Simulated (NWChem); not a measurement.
Basis-set convergence for H$_{2}$O$_{2}$Pb

```xyz
5

Pb    -0.0621    -0.2706     0.0000
O     -1.2836     1.4700     0.0000
H     -0.6665     2.2324     0.0000
O      1.6894     0.9688     0.0000
H      2.5130     0.4428     0.0000
```
Charge 0, spin multiplicity 1.

Everything below was run with NWChem. All single points use one geometry, from PBE/def2-SVP with def2 effective core potentials on Pb, a minimum by its harmonic frequencies. It is one conformer; others weren't searched.

Quantity: dipole moment at the level PBE.

Effective core potentials replace the inner electrons of Pb; spin-orbit coupling is left out. The structure started from a generated list of species.

Relative cost: rough, from shared machines, SCF included, def2-SVP = 1.

```
basis       functions  dipole moment (D)  relative cost
----------  ---------  -----------------  -------------
def2-SVP           64                  ?              1
def2-SVPD          94                  ?        under 3
def2-TZVP         124               3.57        under 3
def2-TZVPP        140               3.53              4
def2-TZVPD        154                  ?              5
def2-QZVP         256               3.60             90
```

Fill in the missing entries.


- def2-SVP, dipole moment (D): 3.13
- def2-SVPD, dipole moment (D): 3.72
- def2-TZVPD, dipole moment (D): 3.66
